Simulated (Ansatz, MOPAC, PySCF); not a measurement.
Species: MgCl (charge 0, doublet). SMILES: [Cl][Mg]
Coordinates optimised at B3LYP-D3(BJ)/def2-TZVP (Ansatz, an electronic-structure program):
```
Mg
Cl 1 2.2211
```
Charge 0, spin multiplicity 2.

Unscaled harmonic wavenumbers (cm⁻¹) in rising order, each level at the stationary point that it reaches from this structure (no distance between atoms moves by over 0.3 Å); the order of modes can differ between levels, and a negative number is imaginary. B3LYP-D3(BJ)/def2-TZVP (PySCF, at the structure above): 444.

AM1 (MOPAC): 495. Zero-point energy 0.7 against 0.6 kcal/mol; where all levels lie over 400 cm⁻¹, the wavenumbers are on average 1.114 times those of B3LYP-D3(BJ)/def2-TZVP.

PM6 (MOPAC): 486. Zero-point energy 0.7 against 0.6 kcal/mol; where all levels lie over 400 cm⁻¹, the wavenumbers are on average 1.094 times those of B3LYP-D3(BJ)/def2-TZVP.

HF/3-21G (Ansatz): 437. Zero-point energy 0.6 against 0.6 kcal/mol; where all levels lie over 400 cm⁻¹, the wavenumbers are on average 0.985 times those of B3LYP-D3(BJ)/def2-TZVP.

B3LYP/6-31G* (Ansatz): 440. Zero-point energy 0.6 against 0.6 kcal/mol; where all levels lie over 400 cm⁻¹, the wavenumbers are on average 0.990 times those of B3LYP-D3(BJ)/def2-TZVP.
